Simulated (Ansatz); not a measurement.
Input file for Ansatz (a program for electronic structure): R-wB97M-V/def2-TZVPPD on HF (SMILES F) with ghost functions. Files ending in .json are basis or fitting sets from the Basis Set Exchange.

Ansatz 0.2 input:
```yaml
crystal:
  periodic: [false, false, false]
  atoms:
    - {symbol: F, position_ang: [0.53604699, 0.01968501, 0.24787363]}
    - {symbol: H, position_ang: [0.65458952, 0.24954340, 1.14775097]}
basis:
  gaussian:
    orbitals: def2-TZVPPD.json
    ghost_atoms:
      - {symbol: C, position_ang: [1.09910355, 1.29968290, 3.00008969]}
      - {symbol: C, position_ang: [0.65173654, 0.10779031, 3.41371388]}
      - {symbol: C, position_ang: [-0.74075762, -0.19416526, 3.69429671]}
      - {symbol: C, position_ang: [-1.16855147, -1.38834535, 4.10384994]}
      - {symbol: H, position_ang: [0.42491955, 2.13661415, 2.85918803]}
      - {symbol: H, position_ang: [2.15003538, 1.47817703, 2.81686489]}
      - {symbol: H, position_ang: [1.35872335, -0.70497850, 3.55593901]}
      - {symbol: H, position_ang: [-1.45151355, 0.61465860, 3.55338177]}
      - {symbol: H, position_ang: [-2.21393584, -1.57858769, 4.30459442]}
      - {symbol: H, position_ang: [-0.48181858, -2.21412474, 4.24808733]}
hamiltonian:
  xc: {name: wB97M-V}
scf: {lower_state_search: off}
```

Program output:

```
WARN ansatz: RAYON_NUM_THREADS=1 ignored (pool sized by the plan → 1); use --threads N
Functional definition: wB97M-V
these checks for a lower state are left out or cut short: stability, starts, cluster_reference, orbital_swaps, neighbouring_geometries, increment
integrals: 0.29 GiB planned
1192 factors; their error is unknown
integrals: 0.33 GiB planned
415 factors; integrals over basis functions are off by at most 3.5e-5 eV
mean field: 1.70 GiB planned
mean field evaluation 1: about -2732.4524 eV, gradient 2.9e1 eV
mean field evaluation 2: about -2732.3270 eV, gradient 3.4e1 eV
mean field evaluation 4: about -2733.7413 eV, gradient 2.6e-1 eV
mean field evaluation 8: about -2733.7464 eV, gradient 9.6e-3 eV
mean field -2733.74638512 eV, -100.4633266535 hartree, gradient 2.8e-6 eV, S^2 0.000000; 0 other end points of the search recorded, 0 dependent functions left out
reference -2733.74642644 eV, -100.4633281719 hartree; 5, 5 occupied and 302, 302 virtual orbitals, 1192 factors
Total energy: -2733.74642644 eV, -100.4633281719 hartree
Checks for a lower state left out: stability, starts, cluster_reference, orbital_swaps, neighbouring_geometries, increment
```

The run converged.

Cost: very roughly 6 core-seconds.
